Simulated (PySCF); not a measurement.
arsenic trifluoride (AsF3), SMILES F[As](F)F. Atoms are numbered in the order given.

```xyz
4

F      1.2816    -0.7399    -0.4878
As     0.0000     0.0000     0.3991
F      0.0000     1.4798    -0.4878
F     -1.2816    -0.7399    -0.4878
```

Geometry: ωB97X-D3(BJ)/def2-SVP.

These are ωB97X-D3(BJ)/def2-SVP (PySCF) values and carry that method's errors.

Frequencies are harmonic and unscaled.

Modes within 1.5 cm⁻¹ of each other (mostly degenerate sets) share a row, with their intensities summed.

Computed vibrational spectrum:
```tsv
mode	ν (cm⁻¹)	IR (km/mol)	Raman (Å⁴/amu)	depolarisation	moving atoms (share of kinetic energy)
1–2	259	11.6	1.2	0.75	F 92 %, As 8 %
3	337	28.7	1.0	0.68	F 76 %, As 24 %
4–5	729	224.0	9.4	0.75	F 78 %, As 22 %
6	757	72.6	6.7	0.00	F 81 %, As 19 %
```
